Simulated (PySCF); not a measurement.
Relaxation of singlet BrPbN

Computed with PBE0 in PySCF with Pb def2-TZVP with ECP60, N def2-TZVP, Br def2-TZVP; scalar-relativistic core potentials, no spin–orbit coupling; density-fitted integrals. A (50,194) grid was used.

A hand-made linear start, of C∞v symmetry, held to at least that symmetry:

Coordinates in bohr (charge 0 multiplicity 1):
```
Pb    0.0000    0.0000   -1.1072
N     0.0000    0.0000   -4.7922
Br    0.0000    0.0000    3.7683
```

**Question.** What does it relax to?

**Answer.** It ends at C∞v with Pb–Br 2.532 Å, Pb–N 1.882 Å; Br–Pb–N 180.0°. A frequency run shows a minimum. Other isomers or separated fragments may lie lower.

**Question.** How much energy is released, and in how many steps?

**Answer.** 6.6 kJ/mol in 4 steps.

Spin–orbit coupling, left out here, can matter for elements this heavy.

The relaxation took of the order of 30 core-seconds on a shared host.
